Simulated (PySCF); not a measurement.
Input of a run (PBE0-D3(BJ)/def2-SVP geometry optimisation, gas phase (PySCF 2.14.0)), started from GFN2-xTB:
```
{"job": {"xc": "PBE0", "basis": "def2-SVP", "d3": "d3bj", "grid": 1, "maxiter": 40, "shake": 0.03, "kind": "geom"}, "charge": 0, "multiplicity": 5}
Cr     0.067250    -0.074890     0.010760
S     -0.058030     0.030500     2.210390
H      1.125130     0.510810     2.424590
S      0.138380    -0.037900    -2.231070
H     -1.197880    -0.538990    -2.476790
```

Output (energies in Eh, forces in Eh/bohr):
```
step   0  E = -1841.22557362  max force = 0.034345
step   1  E = -1841.23198959  max force = 0.005125
step   2  E = -1841.23215213  max force = 0.002258
step   3  E = -1841.23220512  max force = 0.000330
step   4  E = -1841.23221377  max force = 0.000399
optimisation converged
```

**Question.** Summarise the run.

**Answer.** The energy falls by 0.181 eV over 5 energy and gradient evaluations, the largest force component goes from 0.0343 to 4.0e-04 Eh/bohr, and the atoms move by 0.054 Å rms after alignment. The bond that changes most is S4–H5 (ends: sulfur bonded to Cr and H; hydrogen on sulfur), which shortens by 0.093 Å. Bonds longer at the end by more than 0.005 Å: 3 of 4; shorter: 1. Among the angles that change most is Cr1–S4–H5, from 97.7° to 94.1°. The energy never rose by more than 1e-6 Eh on the way. The first step brought 97 % of the lowering.

**Question.** What are the final bond lengths?

**Answer.** Cr1–S2 2.270 Å, Cr1–S4 2.269 Å, S2–H3 1.355 Å, S4–H5 1.355 Å. Numbering counts from 1 in the input's order; the species is Cr(SH)2, `[SH][Cr][SH]` [quintet].

The run used 77 basis functions and 39 SCF cycles in all.

No PBE0-D3(BJ)/def2-SVP frequencies stand behind this structure, so it isn't proved a minimum. ⟨S²⟩ = 6.182 (exact for a quintet: 6.00).
